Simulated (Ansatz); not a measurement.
Worked example: ideal-gas entropy of GaSiH7O (SMILES [SiH3][OH+][GaH3-])

A singlet with charge 0, relaxed at B3LYP/6-31G* (Cartesian functions) (Ansatz 0.2.0):

```xyz
10

Si   -0.5510    0.7272   -1.3368
O    -0.6776   -0.2982    0.0190
Ga    0.9006   -0.5621    1.5488
H    -1.8850    0.7907   -1.9861
H     0.4456    0.2079   -2.3037
H    -0.1505    2.0387   -0.7928
H    -1.0868   -1.1655   -0.1223
H     0.2872    0.3089    2.7128
H     2.0797    0.0396    0.6776
H     0.7210   -2.1382    1.5866
```

Harmonic wavenumbers in cm⁻¹: 41, 83, 105, 234, 283, 441, 482, 699, 710, 732, 748, 750, 818, 943, 961, 992, 1025, 1875, 1884, 1911, 2268, 2283, 2328, 3791.

Masses in u: Si 28.085, O 15.999, Ga 69.723, H 1.008. Take T = 298.15 K, p = 1 bar, R = 8.3145 J/(mol K), kT/hc = 207.22 cm⁻¹, rigid rotor and harmonic oscillator.

Task: Compute the standard molar entropy.

Result: 
1. Translation (Sackur–Tetrode): S = R[3/2 ln M + 5/2 ln T − 1.1517] with M = 120.863 gives 168.7 J/(mol K).
2. Rotation: principal moments 25.754, 293.744, 305.522 u Å² give A, B, C = 0.6546, 0.0574, 0.0552 cm⁻¹; the symmetry number is σ = 1; q = (√π/σ)√((kT/hc)³/ABC) = 116094; S = R(ln q + 3/2) = 109.4.
3. Vibration: with u = ν̃/207.22, each mode gives R[u/(eᵘ − 1) − ln(1 − e⁻ᵘ)]; the sum is 80.6, most from 41 cm⁻¹ (21.8), 83 cm⁻¹ (16.0), 105 cm⁻¹ (14.1).
4. Electronic: R ln 1 = 0.0, from the spin multiplicity alone.
5. Sum: 168.7 + 109.4 + 80.6 + 0.0 = 358.7 J/(mol K).

No measured value is set beside it here. Where a soft mode is a torsion, a harmonic oscillator describes it poorly.
